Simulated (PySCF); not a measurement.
Al(Cl)2(Et) (C₂H₅AlCl₂), SMILES C[CH2][Al]([Cl])[Cl].

Coordinates come from a ωB97X-D3(BJ)/def2-SVP optimisation. The structure was generated by enumeration; whether it is a known compound was not checked. Other conformers were not sampled.

Method: PBE/def2-TZVP in PySCF.

The molecule is in vacuum.

Computed frontier levels, gap, dipole moment and polarisability:
```yaml
highest_occupied_level: -7.06 eV
lowest_empty_level: -1.66 eV
orbital_gap: 5.40 eV
dipole_moment: 0.441 e·Å
quadrupole, principal values (traceless, Buckingham form, about the centre of nuclear charge): -5.50, -0.19, 5.69 D·Å
mean_static_polarisability: 74.0 bohr³ (10.97 Å³)
polarisability_principal_values: 57.2, 77.7, 87.2 bohr³
```
